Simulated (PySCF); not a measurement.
Molfile (atoms numbered from 1):
```
C5H7NOSi2
     RDKit          3D

 16 15  0  0  0  0  0  0  0  0999 V2000
    4.9406    0.0864   -0.7046 C   0  0  0  0  0  0  0  0  0  0  0  0
    3.8144    0.1327   -0.2765 C   0  0  0  0  0  0  0  0  0  0  0  0
    2.5454    0.1961    0.2010 C   0  0  0  0  0  0  0  0  0  0  0  0
    1.4122    0.2770    0.6324 C   0  0  0  0  0  0  0  0  0  0  0  0
   -0.3312    0.3425    1.2315 Si  0  0  1  0  0  4  0  0  0  0  0  0
   -1.0396    1.8928    0.3340 C   0  0  0  0  0  0  0  0  0  0  0  0
   -2.2294    2.0784    0.2277 O   0  0  0  0  0  0  0  0  0  0  0  0
   -1.6941   -1.4718    0.7791 Si  0  0  0  0  0  4  0  0  0  0  0  0
   -2.7976   -0.9089   -0.4097 N   0  0  0  0  0  0  0  0  0  0  0  0
    5.9202    0.0446   -1.0761 H   0  0  0  0  0  0  0  0  0  0  0  0
   -0.2416    0.7694    2.6400 H   0  0  0  0  0  0  0  0  0  0  0  0
   -0.3407    2.6303   -0.1154 H   0  0  0  0  0  0  0  0  0  0  0  0
   -1.0046   -2.6102    0.1634 H   0  0  0  0  0  0  0  0  0  0  0  0
   -2.3070   -1.9668    2.0294 H   0  0  0  0  0  0  0  0  0  0  0  0
   -3.1475    0.0356   -0.3527 H   0  0  0  0  0  0  0  0  0  0  0  0
   -3.5071   -1.5193   -0.7798 H   0  0  0  0  0  0  0  0  0  0  0  0
  1  2  3  0
  2  3  1  0
  3  4  3  0
  4  5  1  0
  5  6  1  0
  6  7  2  0
  5  8  1  0
  8  9  1  0
  1 10  1  0
  5 11  1  1
  6 12  1  0
  8 13  1  0
  8 14  1  0
  9 15  1  0
  9 16  1  0
M  END
```

[PySCF 2.14: coordinates at the GFN2-xTB level; σ from GIAO-PBE0/pcSseg-1; averaged over atoms made equivalent by symmetry, fast rotation or ring inversion; one computed conformer; isolated molecule; non-relativistic Hamiltonian]

Referencing at the same level of theory: TMS for 13C (σ = 186.93 ppm).

Do the 13C shifts follow the atomic charges (in e)? Tabulate both.

Results:


| atoms | hybridisation | δ (ppm) | σ para (ppm) | Hirshfeld | IAO | Mulliken | ESP-fitted |
| --- | --- | --- | --- | --- | --- | --- | --- |
| C6 | sp2 | 253.3 | -322 | +0.06 | +0.03 | -0.00 | +0.39 |
| C3 | sp | 103.2 | -164 | -0.03 | -0.01 | +0.24 | +0.01 |
| C4 | sp | 80.2 | -159 | -0.14 | -0.31 | -0.43 | -0.24 |
| C1 | sp | 75.1 | -153 | -0.06 | -0.18 | -0.42 | -0.39 |
| C2 | sp | 74.2 | -132 | -0.03 | -0.03 | +0.23 | +0.10 |

Correlation coefficients of δ with charge over these carbons: Hirshfeld +0.81, IAO +0.57, Mulliken +0.20, ESP-fitted +0.79; with the paramagnetic shielding -0.99. Among the 4 sp carbons alone: Hirshfeld +0.34, IAO +0.42, Mulliken +0.48, ESP-fitted +0.34. With so few points, grouped by hybridisation, these coefficients are fragile. Charge is one influence among several: hybridisation and low-lying excitations act through the paramagnetic term.

Shifts are as computed. Against solution values, carbons near 30 ppm lie about +3 ppm off and those near 130 ppm about +5 ppm. Of 1309 compounds with measured shifts, 239 miss one by over three times the rms of a fit or turn the order of signals round; such compounds aren't used in these exercises.
